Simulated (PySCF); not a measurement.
**Vibration and rotation of BeGe⁺**

UHF-CCSD(T) constants of BeGe⁺, ²Π (doublet), unpaired electrons π ↑ (basis Be 6-31G(d,p), Ge 6-31G(d,p); no relativity; PySCF 2.14; masses 9.0122 and 73.9212 u):

| Property | Result |
| --- | --- |
| ωe | 384.3 cm⁻¹ |
| ωexe | 3.22 cm⁻¹ |
| Be | 0.36689 cm⁻¹ |
| αe | 0.00451 cm⁻¹ |
| D (centrifugal) | 1.34e-06 cm⁻¹ |
| De to Be + Ge⁺ | 1.47 eV |

(1) Give the vibrational terms G(v) and spacings up to v = 6.

(2) How well does the Morse estimate ωe²/(4ωexe) reproduce De, and what is D0?

Correlated steps freeze 9 core orbitals. Correlated levels converge slowly with the basis: in double zeta they bind strong bonds too weakly, by up to about 1 eV, and carry superposition errors of some tenths. Spin–orbit coupling is left out. For an ion De counts to the pair picked by the measured ionisation energies or electron affinities, which need not be the lowest pair at this level. The state is the lowest determinant that a PBE0 search found; another state may lie lower at other levels.

## Answers

(1) G(v) = ωe(v+½) − ωexe(v+½)².

```json
{"v": "0", "G(v) (cm⁻¹)": "191.3", "G(v) − G(v−1)": "", "Bv (cm⁻¹)": "0.3646"}
{"v": "1", "G(v) (cm⁻¹)": "569.2", "G(v) − G(v−1)": "377.9", "Bv (cm⁻¹)": "0.3601"}
{"v": "2", "G(v) (cm⁻¹)": "940.6", "G(v) − G(v−1)": "371.4", "Bv (cm⁻¹)": "0.3556"}
{"v": "3", "G(v) (cm⁻¹)": "1305.6", "G(v) − G(v−1)": "365.0", "Bv (cm⁻¹)": "0.3511"}
{"v": "4", "G(v) (cm⁻¹)": "1664.1", "G(v) − G(v−1)": "358.5", "Bv (cm⁻¹)": "0.3466"}
{"v": "5", "G(v) (cm⁻¹)": "2016.2", "G(v) − G(v−1)": "352.1", "Bv (cm⁻¹)": "0.3421"}
{"v": "6", "G(v) (cm⁻¹)": "2361.9", "G(v) − G(v−1)": "345.7", "Bv (cm⁻¹)": "0.3376"}
```

(2) It gives 1.42 eV, 97 % of the computed De. D0 = De − G(0) = 1.47 − 0.02 = 1.45 eV.
